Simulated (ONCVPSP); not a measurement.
## Building the ONCV potential for iron (LDA (Perdew-Wang 92), scalar-relativistic).

ONCVPSP 4.0.1 input, shortened (lines: element, Z, core and valence counts, functional; n l f; lmax; l rc ep ncon nbas qcut; lloc lpopt rc5 dvloc0; l nproj debl; icmod fcfact rcfact), LDA (Perdew-Wang 92), scalar-relativistic:

```
  Fe 26.00    3    4  -001012      upf
    1    0    2.00
    2    0    2.00
    2    1    6.00
    3    0    2.00
    3    1    6.00
    3    2    6.00
    4    0    2.00
    2
    0    1.50    0.00    4    8    9.20
    1    1.04    0.00    4    8   11.00
    2    1.56    0.00    4    8   12.90
    4    3    0.72    2.00
    0    2    3.40
    1    2    1.00
    2    2    1.20
    3    3.00    1.45
```

In the p channel the program set the typed energies aside and used -2.202, 0.250 Ha.

* Cutoffs needed: 51 Ha and 59 Ha (the cutoffs (Ha) at which the residual kinetic energy of the hardest occupied pseudo-wave falls to 1 and 0.1 mHa per electron)
* Ghost test: no bound ghost flagged; no localised positive-energy state flagged
* Largest excitation error: +35 meV (all-electron minus pseudo) for 3s2 3p6 3d5 4s2 4p1, out of 4 test configurations
* rms error of d²Exc/dni dnj: 3.06 mHa without and 0.85 mHa with the model core
